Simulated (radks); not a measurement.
Question: Cu V, 25 electrons, occupied as [Ar] 3d7 (the NIST ground configuration). Method: scalar-relativistic Kohn-Sham, HCTH/407, spin-polarised, spherical densities, point nucleus; open shells are filled with parallel spins first; computed with a radial shooting solver on a logarithmic mesh with Libxc functionals. Some entries of the table are withheld. Estimate them.

orbital  occ.  eigenvalue (eV)  <1/r> (bohr^-1)
1s up       1        -8917.819            29.13
1s down     1        -8917.813            29.13
2s up       1        -1137.878            6.325
2s down     1        -1135.453            6.336
2p up       3              (1)            6.208
2p down     3              (2)            6.217
3s up       1        -186.8140            2.038
3s down     1        -182.3174            2.027
3p up       3              (3)              (4)
3p down     3              (5)              (6)
3d up       5         -73.7872            1.616
3d down     2         -69.3833            1.586

Answer: 
(1) 2p up eigenvalue (eV): -992.9362
(2) 2p down eigenvalue (eV): -991.1410
(3) 3p up eigenvalue (eV): -143.7014
(4) 3p up <1/r> (bohr^-1): 1.903
(5) 3p down eigenvalue (eV): -139.2351
(6) 3p down <1/r> (bohr^-1): 1.889
